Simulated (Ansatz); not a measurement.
(KH)4 ring (K₄H₄), relaxed as a singlet with RKS PBE0-D4/def2-SVP in Ansatz, starting from the GFN1-xTB geometry. Force threshold 0.02 eV/Å.

Another isomer (singlet) lies 0.65 eV lower at PBE0-D4/def2-TZVP; other spin states weren't run for this one.

Start:

```csv
atom,x (Å),y (Å),z (Å)
K1,0.987,1.162,2.077
K2,0.161,-2.223,1.312
K3,-1.027,-1.155,-2.061
K4,-0.121,2.216,-1.328
H5,0.765,-0.705,2.263
H6,-0.479,-1.864,-0.414
H7,-0.767,0.705,-2.263
H8,0.480,1.864,0.414
```

| step | energy (eV) | largest force component (eV/Å) | SCF passes |
| --- | --- | --- | --- |
| 1 | -65330.4840 | 2.676 | 12 |
| 2 | -65333.0962 | 1.578 | 16 |
| 3 | -65334.6500 | 0.800 | 15 |
| 4 | -65335.3278 | 0.553 | 16 |
| 5 | -65335.7064 | 0.349 | 15 |
| 6 | -65335.9144 | 0.166 | 15 |
| 7 | -65335.9867 | 0.051 | 15 |
| 8 | -65336.0047 | 0.012 | 15 |
| 9 | -65336.0088 | 0.021 | 15 |
| 10 | -65336.0095 | 0.015 | 16 |
| 11 | -65336.0101 | 0.004 | 17 |

Force components are those of the run's own axes.

End:

Cartesian coordinates in Å:
```
K 1.258 1.520 2.554
K 0.145 -2.808 1.586
K -1.259 -1.520 -2.553
K -0.144 2.808 -1.587
H 0.974 -0.894 2.875
H -0.776 -3.016 -0.674
H -0.974 0.894 -2.875
H 0.776 3.016 0.674
```

By distances, no bond broke or formed. The bond that changes most is K1–H8, from 1.87 to 2.45 Å (atoms count from 1).

The force fell under the threshold at step 8, but the optimiser went on and released 0.005 eV more. No frequencies were taken in this run, so the end may be a saddle point.

It took 27 s on 2 threads of Intel Xeon 6975P-C on a shared host.
